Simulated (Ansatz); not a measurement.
Consider the ligand exchange at the Si–O bond: `FC(Cl)O[SiH3]` + `[OH][Ga]([OH])[SH]` → `[OH][Ga]([SH])[O][SiH3]` + `OC(F)Cl`.

Calculated with Ansatz (gas phase, PBE0-D4/def2-TZVP geometries, no zero-point term in ΔE). CCSD(T)/CBS adds triple-zeta CCSD(T) − MP2 to the extrapolated MP2 energy (def2 sets, frozen cores). Functionals use def2-TZVPP. B3LYP here is the variant with VWN-RPA as its local correlation; programs differ in this. For Ga outer-core shells are correlated without core-valence functions, which leaves a few kJ/mol of doubt a bond. Scalar relativity is left out up to krypton. One conformer a species, not always the lowest.

```tsv
level	ΔE (kJ/mol)
B2PLYP	-21.0
PBE	-18.7
B3LYP	-20.4
HF/def2-TZVPP	-28.2
```

(1) What does CCSD(T)/CBS give? (Best estimate.)

Largest T1 diagnostic among the species: 0.014.

## Answers

(1) Ansatz gave: -20.6 kJ/mol. The listed levels differ from it by -0.4, 1.9, 0.2, -7.6 kJ/mol.

From PBE to PBE0 (25 % exact exchange), in def2-TZVPP and without D4, ΔE moves by −3.2 kJ/mol. In def2-TZVPP, CCSD(T) changes the Hartree–Fock value by +5.9 kJ/mol (the triples alone add +0.8 kJ/mol) and MP2 by +7.0 kJ/mol.

CCSD(T)/CBS has its own doubt, a few kJ/mol and more with outer-core shells, so smaller differences from it don't rank the levels.
